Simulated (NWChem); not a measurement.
All runs are NWChem calculations. System: Br2, charge 0, spin multiplicity 1, at the geometry of a parent with another charge or spin, in a state set for the comparison that need not be this species' ground state. Level: r2SCAN/def2-TZVPD.

Input file:

```
start mol
memory heap 200 mb stack 900 mb global 1100 mb
geometry units angstroms nocenter noautoz
  Br     0.000000     0.000000     1.459153
  Br     0.000000     0.000000    -1.459153
  symmetry group D2h
end
basis spherical
  * library def2-tzvpd
end
dft
  xc r2scan
  semidirect memsize 60000000 filesize 0
  iterations 100
  grid fine
end
task dft energy
```

Output (cleaned and shortened):

```
             Northwest Computational Chemistry Package (NWChem) 7.3.0
             --------------------------------------------------------

                                NWChem Input Module
                                -------------------

 Scaling coordinates for geometry "geometry" by  1.889725989
 (inverse scale =  0.529177249)

 Turning off AUTOSYM since
 SYMMETRY directive was detected!

                             Geometry "geometry" -> ""
                             -------------------------

 Output coordinates in angstroms (scale by  1.889725989 to convert to a.u.)

  No.       Tag          Charge          X              Y              Z
 ---- ---------------- ---------- -------------- -------------- --------------
    1 Br                  35.0000     0.00000000     0.00000000     1.45915300
    2 Br                  35.0000     0.00000000     0.00000000    -1.45915300

 Effective nuclear repulsion energy (a.u.)     222.1295950543

            Nuclear Dipole moment (a.u.)
            ----------------------------
        X                 Y               Z
 ---------------- ---------------- ----------------
     0.0000000000     0.0000000000     0.0000000000

      Symmetry information
      --------------------

 Group name             D2h
 Group number             26
 Group order               8
 No. of unique centers     1

      Symmetry unique atoms

     1


 Summary of "ao basis" -> "" (spherical)
 ------------------------------------------------------------------------------
       Tag                 Description            Shells   Functions and Types
 ---------------- ------------------------------  ------  ---------------------
 *                         def2-tzvpd                 on all atoms

                                 NWChem DFT Module
                                 -----------------

 Summary of "ao basis" -> "ao basis" (spherical)
 ------------------------------------------------------------------------------
       Tag                 Description            Shells   Functions and Types
 ---------------- ------------------------------  ------  ---------------------
[...]
              MO Center= -2.8D-31, -7.0D-19,  4.1D-17, r^2= 3.7D+00
   Bfn.  Coefficient  Atom+Function         Bfn.  Coefficient  Atom+Function
  ----- ------------  ---------------      ----- ------------  ---------------
    18      0.391767  1 Br py                75     -0.391767  2 Br py
    12     -0.266405  1 Br py                69      0.266405  2 Br py
    15      0.246329  1 Br py                72     -0.246329  2 Br py
    21      0.216549  1 Br py                78     -0.216549  2 Br py
     9      0.081137  1 Br py                66     -0.081137  2 Br py

 Vector   36  Occ=0.000000D+00  E=-2.635676D-01  Symmetry=b1u
              MO Center= -3.5D-16, -3.5D-16,  4.3D-15, r^2= 3.9D+00
   Bfn.  Coefficient  Atom+Function         Bfn.  Coefficient  Atom+Function
  ----- ------------  ---------------      ----- ------------  ---------------
    19      0.419118  1 Br pz                76      0.419118  2 Br pz
    13     -0.281306  1 Br pz                70     -0.281306  2 Br pz
    16      0.264915  1 Br pz                73      0.264915  2 Br pz
    22      0.247829  1 Br pz                79      0.247829  2 Br pz
    10      0.085523  1 Br pz                67      0.085523  2 Br pz

 Vector   37  Occ=0.000000D+00  E= 3.347670D-02  Symmetry=b1u
              MO Center=  3.2D-16,  3.3D-16, -5.9D-13, r^2= 2.2D+01
   Bfn.  Coefficient  Atom+Function         Bfn.  Coefficient  Atom+Function
  ----- ------------  ---------------      ----- ------------  ---------------
    25      1.100996  1 Br pz                82      1.100996  2 Br pz
     7     -0.916871  1 Br s                 64      0.916871  2 Br s
     5     -0.159994  1 Br s                 62      0.159994  2 Br s
    48     -0.150056  1 Br d  0             105      0.150056  2 Br d  0
    19     -0.113248  1 Br pz                76     -0.113248  2 Br pz

 Vector   38  Occ=0.000000D+00  E= 4.134837D-02  Symmetry=ag
              MO Center= -2.5D-29, -2.4D-29,  5.9D-13, r^2= 1.1D+01
   Bfn.  Coefficient  Atom+Function         Bfn.  Coefficient  Atom+Function
  ----- ------------  ---------------      ----- ------------  ---------------
     7      1.035165  1 Br s                 64      1.035165  2 Br s
     6     -0.599331  1 Br s                 63     -0.599331  2 Br s
    25      0.344078  1 Br pz                82     -0.344078  2 Br pz
     5     -0.180668  1 Br s                 62     -0.180668  2 Br s
    48     -0.145756  1 Br d  0             105     -0.145756  2 Br d  0

 center of mass
 --------------
 x =   0.00000000 y =   0.00000000 z =   0.00000000

 moments of inertia (a.u.)
 ------------------
        1215.250441072682           0.000000000000           0.000000000000
           0.000000000000        1215.250441072682           0.000000000000
           0.000000000000           0.000000000000           0.000000000000

     Multipole analysis of the density
     ---------------------------------

     L   x y z        total         alpha         beta         nuclear
     -   - - -        -----         -----         ----         -------
     0   0 0 0     -0.000000    -35.000000    -35.000000     70.000000

     1   1 0 0     -0.000000     -0.000000     -0.000000      0.000000
     1   0 1 0     -0.000000     -0.000000     -0.000000      0.000000
     1   0 0 1      0.000000      0.000000      0.000000      0.000000

     2   2 0 0    -27.990149    -13.995075    -13.995075      0.000000
     2   1 1 0     -0.000000     -0.000000     -0.000000      0.000000
     2   1 0 1      0.000000      0.000000      0.000000      0.000000
     2   0 2 0    -27.990149    -13.995075    -13.995075      0.000000
     2   0 1 1      0.000000      0.000000      0.000000      0.000000
     2   0 0 2    -22.758902   -277.493241   -277.493241    532.227581

 Task  times  cpu:        5.7s     wall:        5.7s

 Total times  cpu:        5.7s     wall:        5.7s
```
